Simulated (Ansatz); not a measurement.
C$_{3}$H$_{6}$ClIn (`C=C[CH2][InH][Cl]`) at its PBE0-D4/def2-TZVP geometry, where that method's forces vanish. Charge 0, multiplicity 1. In takes the def2 core potential.

```json
{"atom": "C1", "x (Å)": "-0.164", "y (Å)": "-1.095", "z (Å)": "1.566"}
{"atom": "C2", "x (Å)": "0.490", "y (Å)": "-0.693", "z (Å)": "0.478"}
{"atom": "C3", "x (Å)": "0.701", "y (Å)": "0.715", "z (Å)": "0.066"}
{"atom": "In4", "x (Å)": "-0.774", "y (Å)": "1.060", "z (Å)": "-1.472"}
{"atom": "Cl5", "x (Å)": "-0.219", "y (Å)": "-0.172", "z (Å)": "-3.401"}
{"atom": "H6", "x (Å)": "-0.576", "y (Å)": "-0.385", "z (Å)": "2.278"}
{"atom": "H7", "x (Å)": "-0.297", "y (Å)": "-2.147", "z (Å)": "1.785"}
{"atom": "H8", "x (Å)": "0.882", "y (Å)": "-1.448", "z (Å)": "-0.201"}
{"atom": "H9", "x (Å)": "1.682", "y (Å)": "0.875", "z (Å)": "-0.383"}
{"atom": "H10", "x (Å)": "0.547", "y (Å)": "1.420", "z (Å)": "0.883"}
{"atom": "H11", "x (Å)": "-2.272", "y (Å)": "1.871", "z (Å)": "-1.599"}
```

Task: For each bond, give half the difference of the two atoms' forces along it (eV/Å; positive pushes the atoms apart) under PBE-D4, r2SCAN-D4, B3LYP-D4, ωB97M-V in def2-TZVPP. (An estimate is asked.)

Result: Computed: 
| bond | length (Å) | PBE-D4 | r2SCAN-D4 | B3LYP-D4 | ωB97M-V |
| --- | --- | --- | --- | --- | --- |
| C1–C2 | 1.332 | 0.40 | 0.23 | 0.09 | -0.12 |
| C1–H6 | 1.086 | 0.01 | -0.07 | -0.07 | -0.03 |
| C1–H7 | 1.083 | 0.00 | -0.08 | -0.08 | -0.04 |
| C2–C3 | 1.482 | -0.19 | -0.03 | 0.11 | 0.38 |
| C2–H8 | 1.089 | 0.04 | -0.06 | -0.12 | -0.11 |
| C3–In4 | 2.159 | 0.10 | 0.09 | 0.18 | -0.10 |
| C3–H9 | 1.091 | 0.08 | -0.04 | -0.12 | -0.09 |
| C3–H10 | 1.090 | 0.11 | -0.03 | -0.11 | -0.10 |
| In4–Cl5 | 2.356 | 0.19 | 0.06 | 0.24 | 0.00 |
| In4–H11 | 1.708 | 0.01 | -0.06 | -0.09 | -0.08 |

B3LYP here is the variant with VWN-RPA as its local correlation; programs differ in this.
